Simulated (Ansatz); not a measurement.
System: C3H9OSi (charge -1, singlet). It need not be the lowest isomer of its formula. Whether it binds its extra electron was not tested at this geometry. 
Geometry from a B3LYP-D3(BJ)/def2-TZVP (Ansatz, a first-principles code) optimisation:
```
Si
O 1 1.5646
C 1 1.9218 2 115.24
H 3 1.0949 1 110.27 2 -59.20
H 3 1.0949 4 107.37 1 -120.17
H 3 1.0966 4 107.99 5 -116.22
C 1 1.9218 2 115.24 3 -120.00
H 7 1.0949 1 110.27 2 59.20
H 7 1.0949 8 107.37 1 120.17
H 7 1.0966 8 107.99 9 116.22
C 1 1.9218 2 115.24 3 120.00
H 11 1.0949 1 110.27 2 59.20
H 11 1.0949 12 107.37 1 120.17
H 11 1.0966 12 107.99 13 116.22
```
Charge -1, spin multiplicity 1.

Basis-set convergence of Hartree-Fock and CCSD correlation energies (hartree) with Ansatz. Correlated levels leave the core frozen unless marked. No spin-orbit coupling. Non-relativistic. This anion needs diffuse functions, which these sets lack.

```json
[
 {"basis": "cc-pV(D+d)Z", "functions": "124", "E(HF)": "-482.70724", "E(corr, CCSD)": "-0.79773"},
 {"basis": "cc-pV(T+d)Z", "functions": "285", "E(HF)": "-482.79699", "E(corr, CCSD)": "-0.96734"},
 {"basis": "cc-pV(Q+d)Z", "functions": "554", "E(HF)": "?", "E(corr, CCSD)": "?"}
]
```

Some entries are withheld; supply them.


- cc-pV(Q+d)Z, E(HF): -482.81679
- cc-pV(Q+d)Z, E(corr, CCSD): -1.02124
